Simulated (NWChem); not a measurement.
Molecule: InH2F; SMILES [F][InH2]

def2 effective core potentials on In; no spin-orbit coupling.

Problem. Give the equilibrium geometry at PBE-D3(BJ)/def2-SVP with def2 effective core potentials on In (NWChem) as an XYZ file, with the point group.

Solution. point group C2v; any orientation.
```
4

In     0.0000     0.0000    -0.3252
H      0.0000     1.6177    -0.9334
H      0.0000    -1.6177    -0.9334
F      0.0000     0.0000     1.6644
```
